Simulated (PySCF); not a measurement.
C₂H₈BN. Atoms are numbered in the order given.

```xyz
12

B      0.0000     0.0000     0.0551
C      1.3807     0.0000    -0.7318
H      1.4486     0.8807    -1.3957
H      1.4486    -0.8807    -1.3957
H      2.2729     0.0000    -0.0832
C     -1.3807     0.0000    -0.7318
H     -1.4486     0.8807    -1.3957
H     -2.2729     0.0000    -0.0832
H     -1.4486    -0.8807    -1.3957
N      0.0000     0.0000     1.4599
H     -0.8478     0.0000     2.0179
H      0.8478     0.0000     2.0179
```
Charge 0, spin multiplicity 1.

Geometry optimised at TPSSh-D3(BJ)/def2-SVP. Other conformers were not sampled.

These are PySCF with PBE/def2-TZVP values and carry that method's errors.

- total energy = -160.52483 hartree
- point group = C2v
- highest occupied level = -6.68 eV
- lowest empty level = 0.06 eV
- orbital gap = 6.74 eV
- dipole moment = 1.33 D
- quadrupole, principal values (traceless, Buckingham form, about the centre of nuclear charge) = -2.66, -1.53, 4.19 D·Å
- mean static polarisability = 50.1 bohr³ (7.42 Å³)
- polarisability, principal values = 40.9, 53.0, 56.4 bohr³
